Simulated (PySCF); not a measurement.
## Static response to an electric field

GeCl2(NHMe)2, C₂H₈Cl₂GeN₂.
Geometry (PBE0-D3(BJ)/def2-SVP, Å), atoms numbered from 1 in this order:
```xyz
15
C2H8Cl2GeN2 angstrom
Ge     0.8967   -0.2298    0.0424
Cl     1.2203   -0.0452    2.1741
Cl     2.8665   -0.3163   -0.8437
N     -0.1150    1.1841   -0.4096
C      0.1328    2.5303    0.0569
H     -0.4737    1.1283   -1.3583
H     -0.7962    3.1226    0.0340
H      0.4704    2.4977    1.1031
H      0.9006    3.0728   -0.5258
N      0.0599   -1.7338   -0.4793
C     -1.2018   -2.1236    0.1169
H      0.6898   -2.5077   -0.6678
H     -1.1038   -2.6010    1.1096
H     -1.8393   -1.2350    0.2381
H     -1.7400   -2.8195   -0.5466
```

Level: wB97X-D/def2-SVPD (PySCF), static field, nuclei fixed, core orbitals frozen in the response. The polarisability tensor in these axes (au):

```
x   99.08  1.91 -2.45
y    1.91 98.57  2.08
z   -2.45  2.08 93.01
```

Q: What are the eigenvalues, a third of the trace, and Δα (Δα² = ½Σ(αi − αj)² over the three pairs)?

A: Principal values 91.21, 98.65 and 100.79 au; mean 96.88 au = 14.36 Å³ = 15.97 × 10⁻⁴⁰ C²·m²/J; Δα = 8.71 au (9 % of the mean).

Q: What is the dipole moment, and where does it point?

A: (-2.34, -0.14, -1.25) D, 2.66 D in size, pointing from the negative to the positive side. Measured along this direction, the outermost atoms are Cl3 and Cl2 at the negative end and H15 at the positive end.

Q: Sum over states: ᾱ = Σ f/ω², ω in Eh. What share falls to these 15 lowest TDDFT singlets (eV, f)? 6.02, 0.0446; 6.18, 0.0452; 6.96, 0.0008; 7.08, 0.0078; 7.23, 0.0593; 7.36, 0.0002; 7.60, 0.0500; 7.66, 0.0505; 7.70, 0.0456; 7.83, 0.0315; 8.01, 0.0810; 8.05, 0.0393; 8.30, 0.0027; 8.37, 0.0350; 8.57, 0.0150.

A: They add up to 6.92 au, 7.1 % of the 96.88 au; the largest single term is 0.94 au, from the state at 8.01 eV. Terms in order: 0.91, 0.88, 0.01, 0.11, 0.84, 0.00, 0.64, 0.64, 0.57, 0.38, 0.94, 0.45, 0.03, 0.37, 0.15 au. Higher excitations give the rest. The strengths listed sum to 0.508.

Q: Refractivity n − 1 of an ideal gas of it at 400 K and 1 atm, from the electronic α?

A: N = p/kT = 1.8347 × 10¹⁹ cm⁻³, so n − 1 = 2π × N × 14.36 × 10⁻²⁴ cm³ = 1655 × 10⁻⁶ at long wavelengths, for an ideal gas.

Q: Orientational against electronic polarisability at 273 K (dilute gas, rigid molecules)?

A: In Gaussian units μ²/3kT = 62.48 Å³ against 14.36 Å³, a ratio of 4.35; the Debye molar polarisation (4π/3)N_A(α + μ²/3kT) is 193.8 cm³/mol, leaving out the vibrational part.

Q: Find the Langevin capture rate constant for O2+ (31.990 u) meeting this molecule (203.928 u), k = 2.342 × 10⁻⁹ cm³/s × √(α in Å³ / reduced mass in u).

A: The reduced mass is 27.65 u, so k = 1.69 × 10⁻⁹ cm³/s. The formula leaves out the permanent dipole, which adds to the capture rate.

One conformer (not necessarily the lowest) at the PBE0-D3(BJ)/def2-SVP geometry, without solvent, vibrations or thermal averaging. The calculation is non-relativistic, for germanium too.

These values come from a run that also computed excited states and ΔSCF ions. The run took 4.1 min (with the writing of density and orbital grids) on Arm Neoverse V2, one thread, on a shared host, and the process peaked at 1.3 GiB of memory.

wB97X-D is run here without its empirical dispersion term; that term would change no orbital, density or response property at a fixed geometry.
